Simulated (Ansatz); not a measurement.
Total energies of Al₁₂ (relaxed from a model of Al12 flat piece, whose bonding it doesn't keep) from Ansatz at PBE-D4/def2-SVP, gas phase (1 Eh = 27.2114 eV = 2625.5 kJ/mol). The reference geometry is relaxed at PBE-D4/def2-SVP.

```xyz
12

Al    1.5047    0.5478   -2.8270
Al    1.8722   -0.2036   -0.1862
Al   -0.3827   -0.8513   -1.8767
Al   -2.5985   -1.9592   -1.1143
Al    2.7501    2.1461   -1.3818
Al   -0.0595    1.6671   -0.7853
Al    0.0303   -1.8054    0.5743
Al   -2.5625   -2.3417    1.4183
Al    1.8919    2.7044    0.9683
Al    0.5066    0.7184    1.9034
Al   -1.7732    0.2704    0.4116
Al   -1.1793   -0.8927    2.8953
```

```
                 state                    geometry  energy (Eh)
      charge 0 singlet                   reference  -2906.82397
      charge 1 doublet                   reference  -2906.60088
     charge -1 doublet                   reference  -2906.91232
      charge 0 triplet  relaxed at PBE-D4/def2-SVP  -2906.81821
free Al atom (doublet)                           –   -242.14160
```

(1) Work out the vertical ionisation energy to the doublet.

(2) Work out the vertical electron affinity, to the doublet.

(3) Give the fundamental gap IE − EA, the Mulliken electronegativity (IE + EA)/2 and the hardness (IE − EA)/2.

(4) Which of the charge 0 states is lowest, and how far above it are the others?

(5) What is the binding energy per atom against free atoms?

(1) E(charge 1 doublet) − E(charge 0 singlet) = -2906.60088 − (-2906.82397) = 0.22309 Eh = 6.07 eV. For comparison, −ε of the highest occupied level is 4.45 eV at this level, 1.62 eV less.

(2) E(charge 0 singlet) − E(charge -1 doublet) = -2906.82397 − (-2906.91232) = 0.08835 Eh = 2.40 eV. The basis lacks diffuse functions, which makes affinities too small.

(3) From the values in Eh: IE − EA = 0.22309 − 0.08835 = 0.13474 Eh = 3.67 eV; (IE + EA)/2 = 4.24 eV; (IE − EA)/2 = 1.83 eV. The HOMO–LUMO gap of the same run is 0.49 eV, 3.18 eV smaller than the fundamental gap.

(4) The singlet. triplet: -2906.81821 − (-2906.82397) = 0.00576 Eh = 15.1 kJ/mol.

(5) Atoms: 12 × (-242.14160) = -2905.69920 Eh. Binding: -2905.69920 − (-2906.82397) = 1.12477 Eh = 30.61 eV, or 2.55 eV for each of 12 atoms (no zero-point energy, no counterpoise term).

The restricted singlet is unstable towards broken spin symmetry in Hartree–Fock (as tested in another run); at PBE-D4/def2-SVP this wasn't settled.
